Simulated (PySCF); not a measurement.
Peak assignment

Molfile (atoms numbered from 1):
```
C6H9ClOSi2
     RDKit          3D

 19 19  0  0  0  0  0  0  0  0999 V2000
    2.7323    1.0253    1.0829 Si  0  0  0  0  0  4  0  0  0  0  0  0
    2.1428   -0.3074    0.3754 O   0  0  0  0  0  0  0  0  0  0  0  0
    1.3090   -1.2045   -0.6947 Si  0  0  0  0  0  4  0  0  0  0  0  0
   -0.4312   -0.5349   -0.8534 C   0  0  0  0  0  0  0  0  0  0  0  0
   -1.1555   -0.3749   -1.9879 C   0  0  0  0  0  0  0  0  0  0  0  0
   -2.4576    0.1790   -1.6805 C   0  0  0  0  0  0  0  0  0  0  0  0
   -2.5466    0.3630   -0.3492 C   0  0  0  0  0  0  0  0  0  0  0  0
   -1.2930   -0.0731    0.2476 C   0  0  0  0  0  0  0  0  0  0  0  0
   -0.9477   -0.0762    1.5411 C   0  0  0  0  0  0  0  0  0  0  0  0
   -1.9687    0.4714    2.7900 Cl  0  0  0  0  0  0  0  0  0  0  0  0
    1.6561    2.0140    1.1629 H   0  0  0  0  0  0  0  0  0  0  0  0
    3.1530    0.5671    2.4049 H   0  0  0  0  0  0  0  0  0  0  0  0
    3.8466    1.5095    0.2732 H   0  0  0  0  0  0  0  0  0  0  0  0
    1.3424   -2.5455   -0.1065 H   0  0  0  0  0  0  0  0  0  0  0  0
    2.0039   -1.1209   -1.9785 H   0  0  0  0  0  0  0  0  0  0  0  0
   -0.8264   -0.6157   -2.9830 H   0  0  0  0  0  0  0  0  0  0  0  0
   -3.2113    0.4004   -2.4148 H   0  0  0  0  0  0  0  0  0  0  0  0
   -3.3736    0.7576    0.2097 H   0  0  0  0  0  0  0  0  0  0  0  0
    0.0157   -0.4249    1.8799 H   0  0  0  0  0  0  0  0  0  0  0  0
  1  2  1  0
  2  3  1  0
  3  4  1  0
  4  5  2  0
  5  6  1  0
  6  7  2  0
  7  8  1  0
  8  9  2  0
  9 10  1  0
  8  4  1  0
  1 11  1  0
  1 12  1  0
  1 13  1  0
  3 14  1  0
  3 15  1  0
  5 16  1  0
  6 17  1  0
  7 18  1  0
  9 19  1  0
M  END
```

[PySCF 2.14.0 with density-fitted response routines: GIAO PBE0/pcSseg-1 shieldings; coordinates at the GFN2-xTB level; one computed conformer; no relativistic terms; one averaged value for each set of equivalent atoms; in vacuum]

δ = σ(ref) − σ, references computed at the same level: ¹³C, ¹H vs TMS.

(1) Assign these signals to the numbered atoms. ¹³C{¹H} NMR (computed): δ 157.3 (C), 150.8 (CH), 147.5 (CH), 140.7 (CH), 135.2 (C), 131.6 (CH).

(2) Assign these signals to the numbered atoms. ¹H NMR (400 MHz, computed): δ 7.42 (s, 1H), 7.18 (d, 1H), 6.89 (m, 1H), 6.79 (m, 1H), 5.51 (s, 2H), 5.09 (s, 3H).

Results:

(1) 
157.3 → C8, fully substituted alkene carbon: an sp2 carbon of a C=C bond
150.8 → C5, alkene CH: the olefinic region
147.5 → C9, alkene CH
140.7 → C6, alkene CH
135.2 → C4, fully substituted alkene carbon: the olefinic region
131.6 → C7, alkene CH: an sp2 carbon of a C=C bond

(2) 
| δ (ppm) | atoms | environment | reason |
| --- | --- | --- | --- |
| 7.42 | H19 | hydrogen on an alkene CH | attached to an sp2 carbon and in the plane of the double bond |
| 7.18 | H18 | hydrogen on an alkene CH | – |
| 6.89 | H16 | hydrogen on an alkene CH | – |
| 6.79 | H17 | hydrogen on an alkene CH | – |
| 5.51 | H14/H15 | hydrogen on a silicon bonded to C, O | – |
| 5.09 | H11/H12/H13 | hydrogen on a silicon bonded to O | – |

H16 and H17 lie closer than the usual error of such a calculation, so a measured spectrum could show them in the other order.

Carbons that carry Cl, above all several Cl atoms, come out too deshielded, partly because spin–orbit coupling is missing. Shifts are as computed. Against solution values, carbons near 30 ppm lie about +3 ppm off and those near 130 ppm about +5 ppm; carbons on Cl a further +6 ppm. Of 1309 compounds with measured shifts, 239 miss one by over three times the rms of a fit or turn the order of signals round; such compounds aren't used in these exercises. No couplings were computed; multiplicities are counted from neighbouring protons, with m where these are inequivalent, close in shift, in a saturated or five-membered ring or joined by F or P, and br s for small geminal =CH2 splittings.
